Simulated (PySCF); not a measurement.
CH8FNSi2, SMILES N[C@H]([SiH3])[SiH2]F.

Coordinates come from a PBE-D3(BJ)/def2-SVP optimisation. The structure was generated by enumeration; whether it is a known compound was not checked. Other conformers were not sampled.

Computed with SMD-M06-2X/6-31G* (PySCF).

Solvation free energies are E(SMD) − E(gas) at the gas-phase geometry, for 1 M in both phases. In vacuum the dipole moment is 2.48 D.

Computed solvation free energies in water, methanol, 2-propanol:
```
solvent     ΔG(solv) (kcal/mol)  its non-electrostatic (CDS) part  dipole (D)
----------  -------------------  --------------------------------  ----------
water                      -0.7                               5.0        3.19
methanol                   -4.7                               0.8        3.16
2-propanol                 -4.6                               0.6        3.13
```
